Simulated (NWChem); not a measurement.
System: C$_{4}$H$_{5}$Cl; SMILES ClC1=CCC1

NWChem input:

```
start job
memory heap 200 mb stack 900 mb global 1100 mb
geometry units angstroms noautosym nocenter noautoz
  Cl    -0.018115    -1.799432     0.000000
  C     -0.066482    -0.061992     0.000000
  C     -1.064583     0.828408     0.000000
  C     -0.096671     2.003735     0.000000
  C      1.062330     0.940316     0.000000
  H     -2.146203     0.756221     0.000000
  H     -0.125987     2.638993    -0.892738
  H     -0.125987     2.638993     0.892738
  H      1.696244     0.940492    -0.893196
  H      1.696244     0.940492     0.893196
end
basis spherical
  * library 6-31g*
end
dft
  xc m05-2x
  iterations 150
end
cosmo
  do_cosmo_smd true
  solvent ether
end
task dft energy
```

Parts of the log:

```
             Northwest Computational Chemistry Package (NWChem) 7.3.0
             --------------------------------------------------------

                             Geometry "geometry" -> ""
                             -------------------------

 Output coordinates in angstroms (scale by  1.889725989 to convert to a.u.)

  No.       Tag          Charge          X              Y              Z
 ---- ---------------- ---------- -------------- -------------- --------------
    1 Cl                  17.0000    -0.01811500    -1.79943200     0.00000000
    2 C                    6.0000    -0.06648200    -0.06199200     0.00000000
    3 C                    6.0000    -1.06458300     0.82840800     0.00000000
    4 C                    6.0000    -0.09667100     2.00373500     0.00000000
    5 C                    6.0000     1.06233000     0.94031600     0.00000000
    6 H                    1.0000    -2.14620300     0.75622100     0.00000000
    7 H                    1.0000    -0.12598700     2.63899300    -0.89273800
    8 H                    1.0000    -0.12598700     2.63899300     0.89273800
    9 H                    1.0000     1.69624400     0.94049200    -0.89319600
   10 H                    1.0000     1.69624400     0.94049200     0.89319600

 Effective nuclear repulsion energy (a.u.)     200.3465362879

                                 NWChem DFT Module
                                 -----------------

 Summary of "ao basis" -> "ao basis" (spherical)
 ------------------------------------------------------------------------------
       Tag                 Description            Shells   Functions and Types
 ---------------- ------------------------------  ------  ---------------------
 Cl                          6-31g*                  8       18   4s3p1d
 C                           6-31g*                  6       14   3s2p1d
 H                           6-31g*                  2        2   2s

 in cosmo_initialize ...
 calling solv_data for solv:ether

 solvent parameters
 solvname_short: ether
 solvname_long:  diethyl ether
 dielec:        4.2400
 dielecinf:     1.8295
 nonaqueous SMD model solvent descriptors
 dielec:        4.2400
 sola:          0.0000
 solb:          0.4100
 solc:          0.0000
 solg:         23.9600
 solh:          0.0000
 soln:          1.3526

          ---------------
          -cosmo- solvent
          ---------------
 Cosmo: York-Karplus, doi: 10.1021/jp992097l
 dielectric constant -eps-     =   4.24
 screen = (eps-1)/(eps    )    =   0.76415
 surface charge correction     = lagrangian

   van der Waals surface
 --------------------------

[...]

                                COSMO-SMD solvation results
                                ---------------------------

             internal energy in gas <Psi(g)|H|Psi(g)> =      -615.518195245166
         internal energy in solvent <Psi(s)|H|Psi(s)> =      -615.517845187945
                               delta internal energy  =         0.000350057221 (    0.22 kcal/mol)
   total free energy in solvent <Psi(s)|H+V/2|Psi(s)> =      -615.521355620870
 polarization energy contribution <Psi(s)|V/2|Psi(s)> =        -0.003510432925 (   -2.20 kcal/mol)
    total free energy in solvent including G(SMD-CDS) =      -615.525888811549
                       G(SMD-CDS) energy contribution =        -0.004533190679 (   -2.84 kcal/mol)
     1 M fixed-concentration free energy of solvation =        -0.007693566383 (   -4.83 kcal/mol)

                       DFT Final Molecular Orbital Analysis
                       ------------------------------------

 Vector   21  Occ=2.000000D+00  E=-4.022241D-01
              MO Center= -1.2D-01,  1.1D+00, -1.2D-09, r^2= 2.7D+00
   Bfn.  Coefficient  Atom+Function         Bfn.  Coefficient  Atom+Function
  ----- ------------  ---------------      ----- ------------  ---------------
    49      0.351468   4 C  px               63     -0.292759   5 C  px
    35     -0.245493   3 C  px               36     -0.217037   3 C  py
    53      0.183554   4 C  px               67     -0.174653   5 C  px
    76      0.160589   6 H  s                75      0.156954   6 H  s
     7      0.142186   1 Cl px               40     -0.117415   3 C  py

 Vector   22  Occ=2.000000D+00  E=-3.717016D-01
              MO Center=  8.3D-02, -1.0D+00, -1.7D-10, r^2= 2.8D+00
   Bfn.  Coefficient  Atom+Function         Bfn.  Coefficient  Atom+Function
  ----- ------------  ---------------      ----- ------------  ---------------
     7      0.618561   1 Cl px               11      0.346775   1 Cl px
     3     -0.238558   1 Cl px               64      0.217498   5 C  py
    21     -0.199599   2 C  px                8      0.127279   1 Cl py
    68      0.126825   5 C  py               66     -0.120954   5 C  s
    63      0.111610   5 C  px               35      0.106939   3 C  px

 Vector   23  Occ=2.000000D+00  E=-3.020260D-01
              MO Center= -3.8D-01,  1.2D-01,  6.7D-12, r^2= 3.0D+00
   Bfn.  Coefficient  Atom+Function         Bfn.  Coefficient  Atom+Function
  ----- ------------  ---------------      ----- ------------  ---------------
    37     -0.365027   3 C  pz                9      0.363162   1 Cl pz
    23     -0.335665   2 C  pz               41     -0.283785   3 C  pz
    27     -0.250966   2 C  pz               13      0.236244   1 Cl pz
     5     -0.138357   1 Cl pz               78     -0.109979   7 H  s
    80      0.109979   8 H  s                51      0.100885   4 C  pz

 Vector   24  Occ=0.000000D+00  E= 5.727816D-02
              MO Center= -4.8D-01,  3.8D-01, -2.2D-10, r^2= 2.5D+00
   Bfn.  Coefficient  Atom+Function         Bfn.  Coefficient  Atom+Function
  ----- ------------  ---------------      ----- ------------  ---------------
    41     -0.644890   3 C  pz               27      0.640500   2 C  pz
    23      0.427816   2 C  pz               37     -0.400589   3 C  pz
    13     -0.194353   1 Cl pz               82      0.189585   9 H  s
    84     -0.189585  10 H  s                 9     -0.151270   1 Cl pz
    78     -0.139934   7 H  s                80      0.139934   8 H  s

 Vector   25  Occ=0.000000D+00  E= 1.019340D-01
              MO Center= -2.0D-02, -1.1D+00,  1.9D-11, r^2= 3.1D+00
   Bfn.  Coefficient  Atom+Function         Bfn.  Coefficient  Atom+Function
  ----- ------------  ---------------      ----- ------------  ---------------
    24      1.244983   2 C  s                12     -1.074567   1 Cl py
    26     -0.883436   2 C  py               10     -0.853514   1 Cl s
     8     -0.395927   1 Cl py               22     -0.395672   2 C  py
    38      0.245092   3 C  s                68      0.245258   5 C  py
     6     -0.213924   1 Cl s                76     -0.189600   6 H  s

 Vector   26  Occ=0.000000D+00  E= 1.671928D-01
              MO Center=  6.2D-01,  1.7D+00,  5.1D-09, r^2= 4.7D+00
   Bfn.  Coefficient  Atom+Function         Bfn.  Coefficient  Atom+Function
  ----- ------------  ---------------      ----- ------------  ---------------
    52      1.809829   4 C  s                66      1.363597   5 C  s
    78     -0.919826   7 H  s                80     -0.919826   8 H  s
    82     -0.836167   9 H  s                84     -0.836167  10 H  s
    24     -0.623265   2 C  s                68     -0.459974   5 C  py
    67      0.399289   5 C  px               40     -0.393490   3 C  py

     Multipole analysis of the density
     ---------------------------------

     L   x y z        total         alpha         beta         nuclear
     -   - - -        -----         -----         ----         -------
     0   0 0 0     -0.000000    -23.000000    -23.000000     46.000000

     1   1 0 0      0.040052      0.309230      0.309230     -0.578407
     1   0 1 0      0.927294      0.853262      0.853262     -0.779230
     1   0 0 1     -0.000000     -0.000000     -0.000000      0.000000

     2   2 0 0    -25.457086    -55.673951    -55.673951     85.890816
     2   1 1 0     -0.073048     -1.860268     -1.860268      3.647489
     2   1 0 1      0.000000      0.000000      0.000000      0.000000
     2   0 2 0    -27.073788   -200.750366   -200.750366    374.426944
     2   0 1 1     -0.000000     -0.000000     -0.000000      0.000000
     2   0 0 2    -27.542952    -19.466539    -19.466539     11.390126
```

Level: M05-2X/6-31G* (spherical d), SMD on the gas-phase geometry. All runs use the structure optimised with B3LYP/6-31G* (spherical d). Solvent: diethyl ether.
